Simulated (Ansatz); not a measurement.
The molecule CuNi, multiplicity 2 (the spin of the measured ground state). No spin–orbit coupling. Ni is treated without relativity. Cu is treated without relativity.

D_e counts from the fitted minimum to each atom's lowest state at the same level, without counterpoise.

Codes used: Ansatz (Gaussian basis) for Hartree–Fock, density functionals and correlated methods. Each number belongs to the level named beside it.

```json
[
 {"level": "PBE/def2-TZVPP", "bond energy D_e (kcal/mol)": "49.11"},
 {"level": "r2SCAN/def2-TZVPP", "bond energy D_e (kcal/mol)": "…"},
 {"level": "B97M-V/def2-TZVPP", "bond energy D_e (kcal/mol)": "45.22"},
 {"level": "B3LYP/def2-TZVPP", "bond energy D_e (kcal/mol)": "41.98"},
 {"level": "PBE0/def2-TZVPP", "bond energy D_e (kcal/mol)": "40.68"},
 {"level": "BHLYP/def2-TZVPP", "bond energy D_e (kcal/mol)": "…"},
 {"level": "CAM-B3LYP/def2-TZVPP", "bond energy D_e (kcal/mol)": "40.50"},
 {"level": "wB97X-V/def2-TZVPP", "bond energy D_e (kcal/mol)": "41.57"},
 {"level": "wB97M-V/def2-TZVPP", "bond energy D_e (kcal/mol)": "44.87"}
]
```

Q: Some entries are withheld; supply them.

A: 
- r2SCAN/def2-TZVPP, bond energy D_e (kcal/mol): 46.55
- BHLYP/def2-TZVPP, bond energy D_e (kcal/mol): 29.17

Ansatz is a program for electronic structure.
